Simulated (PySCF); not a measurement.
Tin: a sound run and one with changed settings

Sound run: Sn²⁺ [Kr] 4d10 5s2, Sn³⁺ [Kr] 4d10 5s1. Calculation: PySCF 2.14, in def2-TZVP with the def2 core potential (28 electrons) (6s5p3d2f, 50 functions); scalar relativity through the core potential. The sound run starts from symmetry-adapted Hartree-Fock orbitals and uses a fine grid where one is needed.

Changed run: initial guess 1e, at most 5 SCF cycles. This setting is unsound on purpose.

```json
{"species": "Sn²⁺", "method": "UHF", "sound run (hartree)": "-212.58271", "changed run (hartree)": "-212.58271", "converged": "no"}
{"species": "Sn²⁺", "method": "MN15", "sound run (hartree)": "-212.99892", "changed run (hartree)": "-212.99892", "converged": "no"}
{"species": "Sn²⁺", "method": "M06-L", "sound run (hartree)": "-213.63265", "changed run (hartree)": "-213.63265", "converged": "no"}
{"species": "Sn³⁺", "method": "UHF", "sound run (hartree)": "-211.53404", "changed run (hartree)": "-211.53404", "converged": "no"}
{"species": "Sn³⁺", "method": "MN15", "sound run (hartree)": "-211.87562", "changed run (hartree)": "-211.87562", "converged": "no"}
{"species": "Sn³⁺", "method": "M06-L", "sound run (hartree)": "-212.51800", "changed run (hartree)": "-212.51800", "converged": "no"}
```

The SCF was stopped early; the energies are upper bounds that still move, and correlated levels were skipped or rest on poor orbitals.
